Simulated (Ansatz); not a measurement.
Species: C₂H₆BO, charge -1, multiplicity 1. It need not be the lowest isomer of its formula. Whether it binds its extra electron was not tested at this geometry. 
Coordinates optimised at B3LYP-D3(BJ)/def2-TZVP (Ansatz, a program for electronic structure):
```xyz
10

C     -1.3609    -0.7449     0.0580
B     -0.0980    -0.0166    -0.0156
C      1.3008    -0.5189     0.6027
O      0.0550     1.2691    -0.6647
H     -2.2999    -0.3819    -0.3709
H     -1.4614    -1.7117     0.5497
H      2.0751    -0.6141    -0.1718
H      1.6971     0.1939     1.3397
H      1.2056    -1.4902     1.0982
H     -0.8061     1.5175    -1.0129
```
Charge -1, spin multiplicity 1.

Basis-set convergence of Hartree-Fock and CCSD correlation energies (hartree) with Ansatz. Valence correlation only, unless marked. No spin-orbit coupling. No relativistic terms. This anion needs diffuse functions, which these sets lack.

| basis | functions | E(HF) | E(corr, CCSD) |
|---|---|---|---|
| cc-pVDZ | 86 | -178.79687 | -0.61533 |
| cc-pVTZ | 204 | -178.86059 | -0.74740 |
| cc-pVQZ | 400 | ? | ? |

Problem. Complete the blanks.

Solution. 
- cc-pVQZ, E(HF): -178.87645
- cc-pVQZ, E(corr, CCSD): -0.78848
